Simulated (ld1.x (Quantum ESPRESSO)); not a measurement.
# Pseudopotential generation for vanadium (V): PAW, Wu–Cohen, fully relativistic.

The input file (ld1.x (Quantum ESPRESSO) 7.5):

```
&input
   title='V', zed=23., rel=2, dft='WC', iswitch=3,
   config='[Ar] 3d3.5 4s1.5 4p0 4f-2', rel_dist='average',
   nld=7, rlderiv=2.05, eminld=-5.0, emaxld=5.0, deld=0.02
 /
 &inputp
   pseudotype=3, lpaw=.true., tm=.true., lloc=-1, rcloc=1.70,
   nlcc=.false.,
   which_augfun='PSQ', rmatch_augfun_nc=.true.,
   file_pseudopw='V.UPF', file_wfcaegen='ae.wfc', file_wfcncgen='nc.wfc', file_beta='beta', file_chi='chi', file_wfcusgen='us.wfc'
 /
8
4S  1  0   1.50   0.00  0.75  1.00  0.0
4S  1  0   0.00   2.65  0.75  1.00  0.0
3P  2  1   6.00   0.00  1.65  1.85  0.0
4P  3  1   0.00   0.00  1.65  1.85  0.0
3D  3  2   3.50   0.00  1.30  1.60  0.0
3D  3  2   0.00   0.10  1.30  1.60  0.0
4F  4  3  -2.00  -0.10  1.35  1.90  0.0
4F  4  3  -2.00   1.25  1.35  1.90  0.0
 &test
   configts(1)='3p6 3d3.5 4s1.5 4p0'
 /
```

Command:

```bash
ld1.x < V.in > V.out
```

The program printed (shortened: banner, matrices, multipoles, cross overlaps and the repeated all-electron block are left out):

```
[... start of the log left out ...]
     Wfc 3P LC norm =  0.99978364 SC norm =  0.00021619 missing  0.00000017
     Speed at rcutus      0.420 a.u.,  v/c =  0.003067,  (v/c)^2 = -0.00000941

     Wfc 3P LC norm =  0.99978659 SC norm =  0.00021277 missing  0.00000064
     Speed at rcutus      0.418 a.u.,  v/c =  0.003054,  (v/c)^2 = -0.00000932

     Wfc 4P LC norm =  0.99998887 SC norm =  0.00000989 missing  0.00000123
     Speed at rcutus      0.272 a.u.,  v/c =  0.001984,  (v/c)^2 =  0.00000393

     Wfc 4P LC norm =  0.99998906 SC norm =  0.00000774 missing  0.00000320
     Speed at rcutus      0.264 a.u.,  v/c =  0.001923,  (v/c)^2 =  0.00000370

     Wfc 3D LC norm =  0.99988832 SC norm =  0.00011161 missing  0.00000007
     Speed at rcutus      0.949 a.u.,  v/c =  0.006927,  (v/c)^2 =  0.00004799

     Wfc 3D LC norm =  0.99988911 SC norm =  0.00010598 missing  0.00000491
     Speed at rcutus      0.951 a.u.,  v/c =  0.006936,  (v/c)^2 =  0.00004811
      Wfc-us  4S rcutus= 0.990  Estimated cut-off energy=    60.35 Ry
      Wfc-us  4S rcutus= 0.990  Estimated cut-off energy=    70.21 Ry
      Wfc-us  3P rcutus= 1.849  Estimated cut-off energy=    25.00 Ry
      Wfc-us  3P rcutus= 1.849  Estimated cut-off energy=    24.97 Ry
      Wfc-us  4P rcutus= 1.849  Estimated cut-off energy=    47.36 Ry
      Wfc-us  4P rcutus= 1.849  Estimated cut-off energy=    47.26 Ry
      Wfc-us  3D rcutus= 1.591  Estimated cut-off energy=    45.14 Ry
      Wfc-us  3D rcutus= 1.591  Estimated cut-off energy=    45.13 Ry
      Wfc-us  3D rcutus= 1.591  Estimated cut-off energy=    47.12 Ry
      Wfc-us  3D rcutus= 1.591  Estimated cut-off energy=    47.07 Ry
      Wfc-us  4F rcutus= 1.896  Estimated cut-off energy=    38.52 Ry
           3        1182        1181   100.93793107004603

 %%%%%%%%%%%%%%%%%%%%%%%%%%%%%%%%%%%%%%%%%%%%%%%%%%%%%%%%%%%%%%%%%%%%%%%%%%%%%%
     Error in routine compute_chi (1):
     n is too large
 %%%%%%%%%%%%%%%%%%%%%%%%%%%%%%%%%%%%%%%%%%%%%%%%%%%%%%%%%%%%%%%%%%%%%%%%%%%%%%

     stopping ...
```

The run stopped because near the origin the numerical χ = (ε − T − V_loc)φ did not join its small-r series within 0.05 bohr.

The run took about 0.14 s on one core of a shared server CPU.
